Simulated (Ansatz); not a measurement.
`CC[O][SnH3]` + `O[SiH3]` → `CO[SiH3]` + `C[O][SnH3]` at 500 K and 1 bar (substitution at a C–C bond).

Calculated with Ansatz (gas phase, PBE0-D4/def2-TZVP geometries, no zero-point term in ΔE). CCSD(T)/CBS is the MP2 limit (def2-TZVPP, def2-QZVPP) plus CCSD(T) − MP2 in def2-TZVPP, frozen cores. def2 core potentials past Kr. For Sn outer-core shells are correlated without core-valence functions, which leaves a few kJ/mol of doubt a bond. One conformer a species, not always the lowest.

| species | CCSD(T)/CBS energy (Eh) | H − E (kJ/mol) | S (J/(mol·K)) |
| --- | --- | --- | --- |
| `CC[O][SnH3]` | -370.09955 | 283.4 | 422.5 |
| `O[SiH3]` | -366.69042 | 127.5 | 292.9 |
| `CO[SiH3]` | -405.93001 | 211.0 | 345.4 |
| `C[O][SnH3]` | -330.83288 | 199.9 | 376.8 |

H − E and S are ideal-gas, rigid-rotor, harmonic terms from PBE0-D4/def2-TZVP, for one conformer and one mirror image of each species. 1 Eh = 2625.50 kJ/mol, R = 8.31446 J/(mol·K).

Q: By hand: ΔE, ΔH, ΔS and ΔG.

A: ΔE = (-405.93001) + (-330.83288) − (-370.09955) − (-366.69042) = 0.02708 Eh = 71.1 kJ/mol. Δ(H − E) = 211.0 + 199.9 − 283.4 − 127.5 = 0.0, so ΔH = 71.1 kJ/mol. ΔS = 345.4 + 376.8 − 422.5 − 292.9 = 6.8 J/(mol·K). ΔG = 71.1 − 500 × (6.8)/1000 = 67.7 kJ/mol.

Q: By hand: the equilibrium constant, and the temperature at which ΔG would vanish if ΔH and ΔS stayed fixed.

A: log₁₀ K = −ΔG/(RT ln 10) = -7.1. ΔG = 0 at ΔH/ΔS = 10456 K, far beyond where these terms or the molecules hold.

The number of gas molecules stays the same, so ΔS is small and ΔH decides. A doubt of 5 kJ/mol in ΔE shifts log₁₀ K by 0.5 here. Other conformers and mirror images would add mixing entropy, several J/(mol·K) or more a flexible species. Modes under 60 cm⁻¹, often nearly free rotors, make the harmonic entropy too high. These are equilibria of isolated gas molecules and say nothing of rates. Largest T1 diagnostic: 0.013 (customary marks: 0.02 for closed shells, 0.045 for open ones).
